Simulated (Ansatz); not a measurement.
dimethyl carbonate (C$_{3}$H$_{6}$O$_{3}$), singlet, at a GFN2-xTB geometry; CCSD/def2-SV(P) (Ansatz, a program for electronic structure).

Input for Ansatz:
Ansatz 0.2 input:
```yaml
crystal:
  periodic: [false, false, false]
  atoms:
    - {symbol: C, position_ang: [2.32517331, 0.09994214, 0.05033470]}
    - {symbol: O, position_ang: [1.10482066, -0.54437804, 0.39359877]}
    - {symbol: C, position_ang: [-0.00225252, 0.06041020, -0.03827659]}
    - {symbol: O, position_ang: [-0.04037348, 1.07614926, -0.67209545]}
    - {symbol: O, position_ang: [-1.06015611, -0.65053184, 0.35332550]}
    - {symbol: C, position_ang: [-2.32406787, -0.12639913, -0.03399431]}
    - {symbol: H, position_ang: [2.33572923, 1.12457047, 0.42682949]}
    - {symbol: H, position_ang: [3.11149818, -0.48764306, 0.51637074]}
    - {symbol: H, position_ang: [2.45383247, 0.12126973, -1.03361495]}
    - {symbol: H, position_ang: [-3.06483642, -0.80965771, 0.37240314]}
    - {symbol: H, position_ang: [-2.40104093, -0.07929089, -1.12196490]}
    - {symbol: H, position_ang: [-2.46262854, 0.87711717, 0.37296294]}
basis:
  gaussian:
    orbitals: def2-SV_P_.json
magnetization: {spin_polarized: false}
correlation: {method: ccsd}
```
The basis file holds def2-SV(P) in the JSON format of the Basis Set Exchange.

It wrote (shortened):

```
Functional definition: HF
1018 factors; integrals over basis functions are off by at most 9.5e-4 eV
mean field evaluation 1: about -9285.0406 eV, gradient 4.4e1 eV
mean field evaluation 2: about -9286.2610 eV, gradient 4.6e1 eV
mean field evaluation 4: about -9290.4580 eV, gradient 4.5e0 eV
mean field evaluation 8: about -9290.5579 eV, gradient 6.7e-1 eV
mean field evaluation 16: about -9285.0411 eV, gradient 4.4e1 eV
mean field -9290.55974067 eV, -341.4217731021 hartree, gradient 9.2e-6 eV, S^2 0.000000; 0 other end points of the search recorded, 0 dependent functions left out
6 core orbitals not correlated
reference -9290.55974067 eV, -341.4217731021 hartree; 18, 18 occupied and 72, 72 virtual orbitals, 1018 factors
second order -24.66984214 eV of doubles, -0.00000000 eV of singles
cycle   1  -24.85670295 eV  change   -1.9e-1 eV  update   1.2e-1
cycle   2  -25.54873495 eV  change   -6.9e-1 eV  update   3.5e-2
cycle   3  -25.72596109 eV  change   -1.8e-1 eV  update   1.8e-2
cycle   4  -25.71804686 eV  change    7.9e-3 eV  update   3.7e-3
cycle   5  -25.71790633 eV  change    1.4e-4 eV  update   1.3e-3
cycle   6  -25.71808248 eV  change   -1.8e-4 eV  update   3.5e-4
cycle   7  -25.71767356 eV  change    4.1e-4 eV  update   1.1e-4
cycle   8  -25.71758764 eV  change    8.6e-5 eV  update   4.2e-5
cycle   9  -25.71760398 eV  change   -1.6e-5 eV  update   1.5e-5
Total energy: -9316.27734465 eV, -342.3668776164 hartree
```
